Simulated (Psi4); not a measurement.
H6AlO2Si2 (SMILES [SiH3][O][Al+][O][SiH3]), charge +1, singlet, geometry from GFN2-xTB (such geometries of metal compounds can be far from the true shape); WB97M-V/STO-3G (Psi4 1.11).

Input for Psi4:
```
memory 2 GB

molecule mol {
1 1
  Al    0.000000   -0.000000   -0.000000
  O    -1.350764    0.168450    0.862441
  Si   -2.818390    0.351474    1.799496
  H    -2.609435   -0.648004    2.843649
  H    -3.831695    0.040158    0.794922
  H    -2.716136    1.749824    2.208194
  O     1.350764   -0.168450   -0.862441
  Si    2.818390   -0.351474   -1.799496
  H     2.371905   -1.273484   -2.840371
  H     3.725799   -0.896794   -0.793461
  H     3.059563    1.028301   -2.212933
}

set basis sto-3g
set reference rks

energy('wb97m-v')
print_variables()
```

The log (banner, timings and long lists left out):

```
   => Loading Basis Set <=

    Name: STO-3G
    Role: ORBITAL
    Keyword: BASIS

         ---------------------------------------------------------
                                   SCF
               by Justin Turney, Rob Parrish, Andy Simmonett
                          and Daniel G. A. Smith
                              RKS Reference
         ---------------------------------------------------------

  ==> Geometry <==

    Molecular point group: c1
    Full point group: C1

    Geometry (in Angstrom), charge = 1, multiplicity = 1:

       Center              X                  Y                   Z               Mass
    ------------   -----------------  -----------------  -----------------  -----------------
         AL          -0.000000008331    -0.000000008331    -0.000000000000    26.981538530000
         O           -1.350764008331     0.168449991669     0.862441000000    15.994914619570
         SI          -2.818390008331     0.351473991669     1.799496000000    27.976926534650
         H           -2.609435008331    -0.648004008331     2.843649000000     1.007825032230
         H           -3.831695008331     0.040157991669     0.794922000000     1.007825032230
         H           -2.716136008331     1.749823991669     2.208194000000     1.007825032230
         O            1.350763991669    -0.168450008331    -0.862441000000    15.994914619570
         SI           2.818389991669    -0.351474008331    -1.799496000000    27.976926534650
         H            2.371904991669    -1.273484008331    -2.840371000000     1.007825032230
         H            3.725798991669    -0.896794008331    -0.793461000000     1.007825032230
         H            3.059562991669     1.028300991669    -2.212933000000     1.007825032230

  Running in c1 symmetry.

  Rotational constants: A =      1.35664  B =      0.02102  C =      0.02102 [cm^-1]
  Rotational constants: A =  40671.05713  B =    630.12601  C =    630.12600 [MHz]
  Nuclear repulsion =  307.055765356134145

  Charge       = 1
  Multiplicity = 1
  Electrons    = 62
  Nalpha       = 31
  Nbeta        = 31

  ==> Algorithm <==

  SCF Algorithm Type is DF.
  DIIS enabled.
  MOM disabled.
  Fractional occupation disabled.
  Guess Type is SAD.
  Energy threshold   = 1.00e-06
  Density threshold  = 1.00e-06
  Integral threshold = 1.00e-12

  ==> Primary Basis <==

  Basis Set: STO-3G
    Blend: STO-3G
    Number of shells: 27
    Number of basis functions: 43
    Number of Cartesian functions: 43
[...]
   @DF-RKS iter   3:  -963.72255967210253   -1.38309e-01   7.36495e-04 ADIIS/DIIS
   @DF-RKS iter   4:  -963.72343230426657   -8.72632e-04   1.80609e-04 ADIIS/DIIS
   @DF-RKS iter   5:  -963.72348368937776   -5.13851e-05   1.92949e-05 DIIS
   @DF-RKS iter   6:  -963.72348475719116   -1.06781e-06   6.02398e-06 DIIS
   @DF-RKS iter   7:  -963.72348487086913   -1.13678e-07   1.13796e-06 DIIS
   @DF-RKS iter   8:  -963.72348487530985   -4.44072e-09   1.31736e-07 DIIS
  Energy and wave function converged.

  ==> Post-Iterations <==

   Electrons on quadrature grid:
      Ntotal   =   62.0000117665 ; deviation = 1.177e-05

    Orbital Energies [Eh]
    ---------------------

    Doubly Occupied:

[...]
      31A     -0.417925

    Virtual:

[...]
    Final Occupation by Irrep:
              A
    DOCC [    31 ]
    NA   [    31 ]
    NB   [    31 ]

  @DF-RKS Final Energy:  -963.72348487530985

   => Energetics <=

    Nuclear Repulsion Energy =            307.0557653561341453
    One-Electron Energy =               -1941.8694108708318709
    Two-Electron Energy =                 731.0672801764224005
    DFT Exchange-Correlation Energy =     -60.2371050243603250
    Empirical Dispersion Energy =           0.0000000000000000
    VV10 Nonlocal Energy =                  0.2599854873258367
    Total Energy =                       -963.7234848753098504

Computation Completed

Properties will be evaluated at   0.000000,   0.000000,   0.000000 [a0]

Properties computed using the SCF density matrix

 Multipole Moments:

 ------------------------------------------------------------------------------------
     Multipole            Electronic (a.u.)      Nuclear  (a.u.)        Total (a.u.)
 ------------------------------------------------------------------------------------

 L = 1.  Multiply by 2.5417464519 to convert [e a0] to [Debye]
 Dipole X            :         -0.0000097            0.0000009           -0.0000088
 Dipole Y            :         -0.0000056            0.0000009           -0.0000047
 Dipole Z            :         -0.0000048            0.0000000           -0.0000048
 Magnitude           :                                                    0.0000111

 ------------------------------------------------------------------------------------

  Variable Map:
  ----------------------------------------------------------------------------
[...]
  Array Variable Map:
  ----------------------------------------------------------------------------
[...]
[...]
```
